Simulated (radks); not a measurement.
The numbers below are computed, except where a source is named.
Question: The mean radii <r> (bohr) of the occupied orbitals of an atom or ion are listed with their occupations. Code: a radial shooting solver on a logarithmic mesh with Libxc functionals. Model: Dirac Kohn-Sham, Slater X-alpha with alpha = 0.62, spin-unpolarised, spherical densities, finite nucleus; Fermi nuclear charge, rms radius of each element as measured or else 0.836 A^(1/3) + 0.57 fm.

orbital  occ.      <r>
1s1/2       2  0.01717
2s1/2       2  0.07178
2p1/2       2  0.05912
2p3/2       4  0.06755
3s1/2       2   0.1869
3p1/2       2   0.1770
3p3/2       4   0.1925
3d3/2       4   0.1678
3d5/2       6   0.1726
4s1/2       2   0.4157
4p1/2       2   0.4185
4p3/2       4   0.4528
4d3/2       4   0.4628
4d5/2       6   0.4741
5s1/2       2   0.9516
4f5/2       6   0.5143
4f7/2       8   0.5217
5p1/2       2    1.030
5p3/2       4    1.126
5d3/2       4    1.485
5d5/2       3    1.533

Name the element and its charge. Open shells, if any, fill j = l - 1/2 first.

Answer: Z = 78, platinum, charge +3: Pt3+ in [Xe] 4f14 5d7. The 1s radius gives Z: for a bare nucleus <r> = (2 gamma + 1)/(2Z) with gamma = sqrt(1 - (Z/c)^2), 0.01695 bohr for Z = 78, and screening makes it slightly larger (0.01717 here). The occupations add up to 75, and the charge is Z minus that.
